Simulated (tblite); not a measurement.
Compound: C6H12N2OSi.
SMILES with atom numbers: `[CH3:1][NH:2][SiH2:3][CH2:4][CH2:5][c:6]1[n:7][cH:8][cH:9][o:10]1` (hydrogens: H11, H12, H13 on C1; H14 on N2; H15, H16 on Si3; H17, H18 on C4; H19, H20 on C5; H21 on C8; H22 on C9)

The geometry is computed with GFN2-xTB (gas phase).

Question: List the bond lengths, angles and torsions at this level.

Answer: 
```json
{"bond": "C1–N2", "length (bohr)": "2.730", "order": "single"}
{"bond": "N2–Si3", "length (bohr)": "3.254", "order": "single"}
{"bond": "Si3–C4", "length (bohr)": "3.601", "order": "single"}
{"bond": "C4–C5", "length (bohr)": "2.896", "order": "single"}
{"bond": "C5–C6", "length (bohr)": "2.798", "order": "single"}
{"bond": "C6–N7", "length (bohr)": "2.447", "order": "aromatic"}
{"bond": "N7–C8", "length (bohr)": "2.582", "order": "aromatic"}
{"bond": "C8–C9", "length (bohr)": "2.563", "order": "aromatic"}
{"bond": "C9–O10", "length (bohr)": "2.556", "order": "aromatic"}
{"bond": "C6–O10", "length (bohr)": "2.544", "order": "aromatic"}
{"bond": "C1–H11, C1–H12, C1–H13", "length (bohr)": "2.063", "order": "single"}
{"bond": "N2–H14", "length (bohr)": "1.906", "order": "single"}
{"bond": "Si3–H15", "length (bohr)": "2.763", "order": "single"}
{"bond": "Si3–H16", "length (bohr)": "2.790", "order": "single"}
{"bond": "C4–H17, C4–H18", "length (bohr)": "2.061", "order": "single"}
{"bond": "C5–H19, C5–H20", "length (bohr)": "2.062", "order": "single"}
{"bond": "C8–H21", "length (bohr)": "2.022", "order": "single"}
{"bond": "C9–H22", "length (bohr)": "2.021", "order": "single"}
```

Bonds in one row agree within 0.02 bohr and their mean is given. Orders are formal, as drawn. A selection of angles:
```json
{"angle": "C1–N2–Si3", "degrees": "123.8"}
{"angle": "N2–Si3–C4", "degrees": "106.2"}
{"angle": "Si3–C4–C5", "degrees": "112.3"}
{"angle": "C4–C5–C6", "degrees": "109.9"}
{"angle": "C5–C6–N7", "degrees": "127.4"}
{"angle": "C5–C6–O10", "degrees": "119.3"}
{"angle": "N7–C6–O10", "degrees": "113.3"}
{"angle": "C6–N7–C8", "degrees": "105.3"}
{"angle": "N7–C8–C9", "degrees": "108.5"}
{"angle": "C8–C9–O10", "degrees": "107.9"}
{"angle": "C6–O10–C9", "degrees": "105.0"}
{"angle": "H14–N2–C1", "degrees": "110.9"}
{"angle": "H14–N2–Si3", "degrees": "116.2"}
```

Torsions: C1–N2–Si3–C4 55° (synclinal); N2–Si3–C4–C5 151° (antiperiplanar); Si3–C4–C5–C6 55° (synclinal); C4–C5–C6–N7 92° (anticlinal). The mirror-image conformer, all signs reversed, is as good.

The 3 C–C bonds span 1.356 Å (C8–C9, aromatic) to 1.532 Å (C4–C5, drawn single), a spread of 0.176 Å. The 5-membered ring C6–N7–C8–C9–O10 has internal angles of 105.0° to 113.3°; it is planar, 0.00 Å rms from its mean plane, widest ring torsion 0°. Si3 (SiH2 silicon) is distorted tetrahedral (angles from 103.0° to 115.4°). N7 (pyridine-type nitrogen) is bent (angle 105.3°). The 3 C–N bonds span 1.295 Å (C6–N7, aromatic) to 1.445 Å (C1–N2, drawn single), a spread of 0.150 Å. Of the pairs four or more bonds apart, Si3···O10 is among the closest relative to their van der Waals radii: 3.08 Å, 85 % of the sum of Bondi's values. N2 (silicon-bound nitrogen) has angles 123.8°, 116.2° and 110.9°, sum 350.9°, 0.23 Å off the plane of its three neighbours.

Point group: C1 (no symmetry element, even within 0.4 Å). Its GFN2-xTB frequencies are all real (lowest 24 cm⁻¹). The numbers are those of one conformer. 3 starts were optimised and ended at 0.00, 0.68 and 1.92 kcal/mol (GFN2-xTB); the lowest of these is shown.

On an AMD EPYC 9B45 with one thread, no GPU, shared host with 48 logical CPUs at a one-minute load of 9.0, this took 1.2 s of wall time. This is the geometry optimisation.
